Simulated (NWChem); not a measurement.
Species: CH$_{3}$ClGeO; SMILES O=[CH][GeH2][Cl]

```xyz
7

O      0.1823    -2.6376     0.2949
C      0.6176    -1.5229     0.3726
Ge    -0.5705     0.0401    -0.0193
Cl     0.6198     1.8321     0.2421
H      1.6844    -1.3199     0.6617
H     -1.7398     0.0869     0.9739
H     -1.0586    -0.0087    -1.4736
```
Atoms are numbered in this order, from 1.

Structure relaxed at the PBE0/def2-SVP level.

Give the principal values of the shielding tensors (ppm) of O1, C2, Ge3, Cl4 from PBE0/pcSseg-1, GIAO (NWChem), with their diamagnetic and paramagnetic parts as GIAO splits them.


```csv
atom,σ11,σ22,σ33,isotropic,diamagnetic,paramagnetic
O1,-1573.5,-538.1,370.0,-580.5,402.1,-982.6
C2,-141.9,-85.3,70.9,-52.1,252.6,-304.7
Ge3,1303.9,1399.1,1658.3,1453.8,2756.0,-1302.3
Cl4,993.6,1038.7,1057.7,1030.0,1148.1,-118.1
```
